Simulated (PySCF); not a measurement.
**Correlation energy of Sr (strontium, neutral)**

[Kr] 4d1 5s1, high-spin 3D determinant (an excited configuration). Computed with PySCF 2.14 in def2-QZVPPD with the def2 core potential (28 electrons), with a scalar-relativistic core potential. Frozen: nothing; 10 electrons correlated.

| level | correlation energy (mhartree) |
| --- | --- |
| CCSD | -235.47 |
| (T) | -6.91 |
| CCSD(T) | -242.38 |

Diagnostics: T1 = 0.016, D1 = 0.0564, largest double amplitude 0.038.

Cost of the coupled-cluster step: about 11 core-seconds, for 10 correlated electrons.

Iterations:

```
CC2 = 0
CCSD nocc = (np.int64(6), np.int64(4)), nmo = (63, 63)
frozen orbitals [[], []]
max_cycle = 100
direct = 0
conv_tol = 1e-08
conv_tol_normt = 1e-06
diis_space = 8
diis_start_cycle = 0
Init t2, MP2 energy = -0.220782937857879
Init E_corr(UCCSD) = -0.220782937858561
cycle = 1  E_corr(UCCSD) = -0.231042201540338  dE = -0.0102592637  norm(t1,t2) = 0.0513593
cycle = 2  E_corr(UCCSD) = -0.234423007282779  dE = -0.00338080574  norm(t1,t2) = 0.01706
cycle = 3  E_corr(UCCSD) = -0.235644088580544  dE = -0.0012210813  norm(t1,t2) = 0.00846538
cycle = 4  E_corr(UCCSD) = -0.235481335155804  dE = 0.000162753425  norm(t1,t2) = 0.00142266
cycle = 5  E_corr(UCCSD) = -0.235446775561124  dE = 3.45595947e-05  norm(t1,t2) = 0.000698467
cycle = 6  E_corr(UCCSD) = -0.235472589848653  dE = -2.58142875e-05  norm(t1,t2) = 0.000222175
cycle = 7  E_corr(UCCSD) = -0.235469437169904  dE = 3.15267875e-06  norm(t1,t2) = 7.79167e-05
cycle = 8  E_corr(UCCSD) = -0.235468760026769  dE = 6.77143135e-07  norm(t1,t2) = 2.0592e-05
cycle = 9  E_corr(UCCSD) = -0.23546896616283  dE = -2.06136061e-07  norm(t1,t2) = 1.11018e-05
cycle = 10  E_corr(UCCSD) = -0.235469019781106  dE = -5.36182759e-08  norm(t1,t2) = 4.40351e-06
cycle = 11  E_corr(UCCSD) = -0.235468974795888  dE = 4.4985218e-08  norm(t1,t2) = 1.40126e-06
cycle = 12  E_corr(UCCSD) = -0.235468980643322  dE = -5.84743384e-09  norm(t1,t2) = 2.21025e-07
UCCSD converged
E(UCCSD) = -30.51456273417705  E_corr = -0.2354689806433218
UCCSD(T) correction = -0.00690789865939546
```

The basis has no tight functions for the innermost shells, so their pair energies are far from complete.

This basis was not built for core-valence correlation, so the inner-shell part is incomplete.
